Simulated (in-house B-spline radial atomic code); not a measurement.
Relativistic effects in Br⁷⁺, [Ar] 3d10: non-relativistic Hartree-Fock (point nucleus) against Dirac-Hartree-Fock (Fermi nucleus of rms radius 4.1629 fm), both averages of the configuration, computed with an all-electron radial atomic-structure program (B-spline basis).

| orbital | ε NR (Eh) | ε Dirac (Eh) | <r> NR (bohr) | <r> Dirac (bohr) | change of <r> (%) |
| --- | --- | --- | --- | --- | --- |
| 1s1/2 | -494.22 | -502.71 | 0.04367 | 0.04273 | -2.2 |
| 2s1/2 | -69.264 | -71.217 | 0.1931 | 0.1886 | -2.3 |
| 2p1/2 | -62.634 | -64.305 | 0.1671 | 0.1627 | -2.6 |
| 2p3/2 | -62.634 | ? | 0.1671 | ? | ? |
| 3s1/2 | -13.838 | -14.194 | 0.5579 | 0.5475 | -1.9 |
| 3p1/2 | -11.454 | -11.733 | 0.5635 | 0.5526 | -1.9 |
| 3p3/2 | -11.454 | ? | 0.5635 | ? | ? |
| 3d3/2 | -7.2075 | -7.1932 | 0.5715 | 0.5708 | -0.1 |
| 3d5/2 | -7.2075 | -7.1498 | 0.5715 | 0.5744 | +0.5 |

Problem. What happens to 2p3/2?

Solution. Its energy goes to -62.542 hartree and <r> to 0.1666 bohr (-0.32 %).

Problem. What happens to 3p3/2?

Solution. Its energy goes to -11.465 hartree and <r> to 0.562 bohr (-0.27 %).

Problem. What explains the pattern of contraction and expansion?

Solution. Expansion is seen in 3d5/2. The s and p1/2 orbitals contract directly, screen the nucleus better, and so push out orbitals that have little density near the nucleus; spin-orbit coupling adds to this for j = l + 1/2 and opposes it for j = l - 1/2.

Problem. By how much does the total energy change?

Solution. By -32.469 hartree, from -2559.427 to -2591.896.
